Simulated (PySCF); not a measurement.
Ga(Me)(SeH)2 (CH5GaSe2), SMILES [SeH][Ga]([SeH])[CH3].

Coordinates come from a ωB97X-D3(BJ)/def2-SVP optimisation. Other conformers were not sampled.

These are IEF-PCM-M06-2X/def2-SVP run with PySCF values and carry that method's errors.

The values are the electrostatic part of the solvation free energy, E(continuum) − E(gas) at the gas-phase geometry, in a cavity of scaled van der Waals radii (PySCF's table); cavitation and dispersion terms are not included. A continuum can't describe solvent molecules that bind to the metal. In vacuum the orbital gap is 7.87 eV. The dipole moment in vacuum is 1.84 D.

Computed values in water (ε = 78.36), ethanol (ε = 24.85), 1-octanol (ε = 9.86):
| solvent | ε | ΔG(elec) (kcal/mol) | dipole (D) | gap (eV) |
|---|---|---|---|---|
| water | 78.36 | -4.9 | 2.54 | 8.14 |
| ethanol | 24.85 | -4.7 | 2.51 | 8.12 |
| 1-octanol | 9.86 | -4.2 | 2.43 | 8.10 |
